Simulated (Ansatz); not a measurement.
C₂H₅AlBrClO, singlet, at a GFN2-xTB geometry (such geometries of metal compounds can be far from the true shape); SC-NEVPT2/STO-3G, CASSCF(2,2) in Ansatz (an electronic-structure program).

Input for Ansatz:
Ansatz 0.2 input:
```yaml
crystal:
  periodic: [false, false, false]
  atoms:
    - {symbol: Al, position_ang: [-0.13379027, -0.36557305, 0.32108786]}
    - {symbol: Cl, position_ang: [-0.04748807, -2.06950185, 1.40663086]}
    - {symbol: Br, position_ang: [1.34463773, 1.29912654, 0.63002642]}
    - {symbol: O, position_ang: [-1.27579222, -0.08551371, -0.81906273]}
    - {symbol: C, position_ang: [-2.17758999, 0.13683189, -1.86913300]}
    - {symbol: C, position_ang: [-1.79729796, -0.68192487, -3.09308895]}
    - {symbol: H, position_ang: [-3.18069969, -0.14014215, -1.52601563]}
    - {symbol: H, position_ang: [-2.17140780, 1.20511779, -2.11322931]}
    - {symbol: H, position_ang: [-1.79977346, -1.74172276, -2.84748394]}
    - {symbol: H, position_ang: [-2.50752102, -0.49944090, -3.89480756]}
    - {symbol: H, position_ang: [-0.80068247, -0.40459254, -3.43042185]}
basis:
  gaussian:
    orbitals: STO-3G
magnetization: {spin_polarized: false}
correlation: {method: sc_nevpt2, electrons: all, active_space: {window: {electrons: 2, orbitals: 2}}}
```

### Question
Write the output that Ansatz gives for this input, abridged.

### Answer

```
Functional definition: HF
653 factors; integrals over basis functions are off by at most 5.1e-5 eV
mean field evaluation 1: about -92244.2703 eV, gradient 2.9e1 eV
mean field evaluation 2: about -92244.4556 eV, gradient 2.9e1 eV
mean field evaluation 4: about -92247.6079 eV, gradient 1.5e0 eV
mean field evaluation 8: about -92247.6162 eV, gradient 3.0e-5 eV
mean field -92247.61620549 eV, -3390.0373678717 hartree, gradient 8.1e-7 eV, S^2 0.000000; 0 other end points of the search recorded, 0 dependent functions left out
reference -92247.61620549 eV, -3390.0373678717 hartree; 45, 45 occupied and 11, 11 virtual orbitals, 653 factors
state -92248.05285050 eV, -3390.0534142798 hartree
state -92248.05285050 eV, -3390.0534142798 hartree; corrected -92252.41705497 eV, -3390.2137958360 hartree
state -92247.81951354 eV, -3390.0448393047 hartree
state -92247.81951354 eV, -3390.0448393047 hartree; corrected -92252.41432951 eV, -3390.2136956771 hartree
state -92248.05285050 eV, -3390.0534142798 hartree; corrected -92252.41705497 eV, -3390.2137958360 hartree
Total energy: -92252.41705497 eV, -3390.2137958360 hartree
```
